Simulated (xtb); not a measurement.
1,1-dichloroprop-1-ene (C3H4Cl2), SMILES C(=C(Cl)Cl)C. All values are semi-empirical tight-binding results from xtb (GFN2-xTB unless named), good for trends rather than for accurate numbers. Geometry: GFN2-xTB.

Optimised geometry:

Bonds (Å): C1–C2 1.489, C1–H6 1.089, C1–H7 1.085, C1–H8 1.089, C2–C3 1.325, C2–H9 1.080, C3–Cl4 1.723, C3–Cl5 1.725. Bond angles (°): C2–C1–H6 109.7, C2–C1–H7 111.3, C2–C1–H8 109.7, H6–C1–H7 109.2, H6–C1–H8 107.7, H7–C1–H8 109.1, C1–C2–C3 125.4, C1–C2–H9 116.7, C3–C2–H9 117.9, C2–C3–Cl4 124.1, C2–C3–Cl5 122.4, Cl4–C3–Cl5 113.5.

Computed properties:
* **point group as xtb finds it**: Cs
* **orbital gap**: 4.47 eV
* **dipole moment**: 2.18 D
* **zero-point energy**: 37.7 kcal/mol
* **G − E(el) at 298.15 K (modified RRHO)**: 18.4 kcal/mol
* **static polarisability (D4 model)**: 64.0 bohr³
* **solvation energy, GFN2-xTB/ALPB(water)**: -2.1 kcal/mol
* **solvation energy, GFN2-xTB/ALPB(acetone)**: -5.4 kcal/mol

Computed atomic charges and the Wiberg bond orders between heavy atoms:
charges (e) C1 -0.11, C2 -0.05, C3 0.15, Cl4 -0.13, Cl5 -0.14, H6 0.07, H7 0.06, H8 0.07, H9 0.08. Bond orders C1–C2 1.04, C2–C3 1.82, C3–Cl4 0.99, C3–Cl5 0.99.
